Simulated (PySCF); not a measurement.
Electronic absorption of C3H13PSi3

Compound: C3H13PSi3.
Geometry (PBE0-D3(BJ)/def2-SVP, Å), atoms numbered from 1 in this order:
```xyz
20
C3H13PSi3 angstrom
C     -3.879   -0.386    0.270
C     -3.159    0.436   -0.498
C     -1.858    0.100   -1.148
Si    -0.411    0.917   -0.239
P      1.492    0.541   -1.407
Si     1.731   -1.636   -0.853
Si     2.940    1.368    0.115
H     -3.561   -1.418    0.456
H     -4.811   -0.059    0.737
H     -3.519    1.462   -0.649
H     -1.685   -0.989   -1.158
H     -1.827    0.449   -2.194
H     -0.331    0.389    1.159
H     -0.606    2.398   -0.180
H      1.594   -1.883    0.617
H      3.080   -2.096   -1.300
H      0.684   -2.423   -1.571
H      2.818    2.856    0.112
H      4.323    0.982   -0.297
H      2.688    0.861    1.500
```

Computed, not measured: TDDFT CAM-B3LYP/def2-SVPD, vertical, gas phase, core orbitals frozen in the response in PySCF 2.14.0, density-fitted response routines.

**Question.** Predict the UV-vis stick spectrum at this level.

**Answer.** 

```json
{"state": "S1", "E (eV)": "6.18", "λ (nm)": "200.7", "f": "0.0037", "main configurations (H = HOMO, L = LUMO)": "H→L+1 (44%), H-1→L+1 (16%), H→L+2 (13%)"}
{"state": "S2", "E (eV)": "6.25", "λ (nm)": "198.4", "f": "0.048", "main configurations (H = HOMO, L = LUMO)": "H→L (35%), H→L+2 (23%), H-1→L (12%)"}
{"state": "S3", "E (eV)": "6.29", "λ (nm)": "197.2", "f": "0.017", "main configurations (H = HOMO, L = LUMO)": "H→L+4 (19%), H→L+3 (18%), H→L+5 (14%)"}
{"state": "S4", "E (eV)": "6.44", "λ (nm)": "192.4", "f": "0.084", "main configurations (H = HOMO, L = LUMO)": "H→L+3 (31%), H→L+2 (20%), H-1→L+3 (9%)"}
{"state": "S5", "E (eV)": "6.47", "λ (nm)": "191.7", "f": "0.070", "main configurations (H = HOMO, L = LUMO)": "H→L+1 (16%), H→L+5 (15%), H→L+4 (13%)"}
{"state": "S6", "E (eV)": "6.62", "λ (nm)": "187.4", "f": "0.478", "main configurations (H = HOMO, L = LUMO)": "H-1→L (57%), H→L (17%), H-1→L+2 (10%)"}
{"state": "S7", "E (eV)": "6.71", "λ (nm)": "184.7", "f": "0.012", "main configurations (H = HOMO, L = LUMO)": "H-1→L+1 (43%), H-1→L+3 (12%), H→L+1 (12%)"}
{"state": "S8", "E (eV)": "7.14", "λ (nm)": "173.5", "f": "0.025", "main configurations (H = HOMO, L = LUMO)": "H-1→L+2 (30%), H→L+2 (13%), H→L+4 (12%)"}
{"state": "S9", "E (eV)": "7.17", "λ (nm)": "172.8", "f": "0.0039", "main configurations (H = HOMO, L = LUMO)": "H→L+5 (23%), H→L+4 (20%), H-1→L+5 (12%)"}
{"state": "S10", "E (eV)": "7.26", "λ (nm)": "170.8", "f": "0.036", "main configurations (H = HOMO, L = LUMO)": "H-1→L+3 (20%), H-1→L+4 (15%), H-1→L+1 (13%)"}
```

Triplets (Tamm–Dancoff): T1 4.19 eV, H-1→L (25%), H→L (18%), H-1→L+2 (9%); T2 5.51 eV, H→L+3 (20%), H→L+2 (17%), H-1→L+3 (12%); T3 5.53 eV, H→L+1 (32%), H→L+2 (21%), H-1→L+1 (14%); T4 5.94 eV, H→L (31%), H→L+3 (25%), H-1→L (14%).

The lowest singlet lies at 6.18 eV (201 nm, ultraviolet) and is very weak; its leading configuration is HOMO→LUMO+1 (44%). The strongest level in the table is S6 at 6.62 eV (187 nm, f = 0.478). Löwdin shares by element: HOMO phosphorus 41%, carbon 24% or more, silicon 9% or more (atoms not listed hold the other 26%); LUMO carbon 25% or more, silicon 13% or more, phosphorus 12% (atoms not listed hold the other 50%). Weighted by f, the mean energy of these states is 6.60 eV. The listed states span 1.08 eV, and the widest gap between neighbours is 0.43 eV (S7 to S8). Orbital energies (eV): HOMO-3 -9.93, HOMO-2 -9.75, HOMO-1 -8.58, HOMO -8.42, LUMO 0.76, LUMO+1 0.84, LUMO+2 0.90. No computed singlet lies in the visible range (380 to 750 nm); the lowest, at 201 nm, stands 2.92 eV above its violet end (3.26 eV). The vertical ionisation energy (ΔSCF) is 8.94 eV, 1.68 eV above S10. The window holds the lowest 10 singlets.

One conformer stands for the species.
